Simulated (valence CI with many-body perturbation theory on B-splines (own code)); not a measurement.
Values are calculated unless marked as measured or tabulated.
## Sensitivity of CI+MBPT for Rb XXIII

Level of theory: configuration interaction combined with many-body perturbation theory (CI+MBPT): five valence electrons over a frozen Dirac-Fock core [Ne], a basis of 6 s, 6 p, 5 d, 3 f, 1 g functions for each j, with the one-electron correlation potential Σ1 (screened to all orders), the two-electron term Σ2, the three-electron term Σ3, Breit, model QED; selected single and double excitations, second order for the rest, scaled by the run's own slope (own B-spline code, finite nucleus).

No measured spectrum was set against this ion. As an estimate, levels of excited configurations hold to 0.05 to 0.15 % of their energy, terms of the ground configuration to about 0.5 %. Among the levels kept, up to 1200 cm⁻¹ of a level comes from second order outside the variational space, and about a tenth of that is noise between levels of different J, which matters for small intervals.

The reference run has the lowest level 3s²3p³ ⁴S°_3/2 and an ionisation energy of 1014.64 eV. Its largest variational space holds 9990 state functions.

Names give the largest LS component (configuration and term), which can be under half, so a name can repeat, a term be missing and a line seem to break the LS rules; names also repeat where a configuration has a term twice.

Changed runs:
A. highest l in the core sums 6 → 4
B. averaging of valence orbitals over low configurations on → off
C. hole-hole ladder in Σ2 on → off
D. scale of Σ1 1 → 0 (bad on purpose)

Excitation energies of the reference run in cm⁻¹, and shifts in cm⁻¹:

```
                 Level  Reference       A        B       C      D
        3s²3p³ ²D°_3/2      87069    +1.0     -1.8     +14   -167
        3s²3p³ ²D°_5/2     118823    +1.1     -4.7     +27   -213
        3s²3p³ ²P°_1/2     166843    -0.3     -4.3     +59   -218
        3s²3p³ ²P°_3/2     241819    +2.6     -2.6     +36   -445
          3s3p⁴ ⁴P_5/2     544291     -55     +5.5     +15   +958
          3s3p⁴ ⁴P_3/2     601820     -60     +6.4    +7.9   +857
          3s3p⁴ ⁴P_1/2     614927     -57     +5.6     +21   +846
          3s3p⁴ ²D_3/2     677491     -90     +2.0     +17   +846
          3s3p⁴ ²D_5/2     707719     -76     +3.0     +45   +727
       3s²3p²3d ⁴F_3/2     748485    -169      -16    -169  +1004
       3s²3p²3d ²P_3/2     767780    -148      -10    -106   +831
          3s3p⁴ ²P_1/2     771138    -106     -5.6    +7.1   +792
Ionisation energy (eV)    1014.64  +0.012  -0.0021  -0.028  -0.76
```
